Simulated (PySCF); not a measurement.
# Radial density of Ge³⁰⁺ (germanium, charge +30)

UHF, 1s2, closed-shell 1S. All numbers are calculated (PySCF 2.14, no relativity, point nucleus, in an even-tempered Gaussian basis (15 s from 40 bohr⁻², ratio 2.2; 7 p from 60 bohr⁻², ratio 2.4; 4 d from 180 bohr⁻², ratio 2.4; 3 f from 270 bohr⁻², ratio 2.4; 3 g from 410 bohr⁻², ratio 2.4)).

| r (bohr) | 4πr²ρ (e/bohr) |
| --- | --- |
| 0.000812 | 0.1608 |
| 0.00137 | 0.4391 |
| 0.00230 | 1.170 |
| 0.00387 | 2.996 |
| 0.00650 | 7.161 |
| 0.0109 | 15.26 |
| 0.0184 | 26.84 |
| 0.0309 | 34.20 |
| 0.0520 | 25.40 |
| 0.0875 | 7.639 |
| 0.147 | 0.5029 |
| 0.248 | 0.002470 |
